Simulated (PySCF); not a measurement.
Computed shifts of a molecule C₂H₄BFO₂, PBE0/pcSseg-1 (PySCF), GIAO, gas phase, equivalent atoms averaged, in ppm (number of nuclei): ¹⁹F: -122.6 (1). ¹³C: 101.6 (1), 55.7 (1). ¹H: 5.68 (1), 5.55 (1), 3.82 (1), 3.63 (1). References: ¹⁹F against CFCl3 (σ = 167.2 ppm); ¹¹B against BF3 (σ = 88.8 ppm); ¹³C against TMS (σ = 186.3 ppm); ¹⁷O against H2O (σ = 334.2 ppm); ¹H against TMS (σ = 31.56 ppm), references at their B3LYP-D3(BJ)/def2-TZVP geometries, non-relativistic. Coordinates come from a PBE0-D3(BJ)/def2-SVP optimisation. Other conformers were not sampled.

Task: Which structure fits?
(A) FB1COCO1
(B) C=COB(O)F
(C) CC(=O)B(O)F
(D) C=C(F)B(O)O

Result: A, FB1COCO1
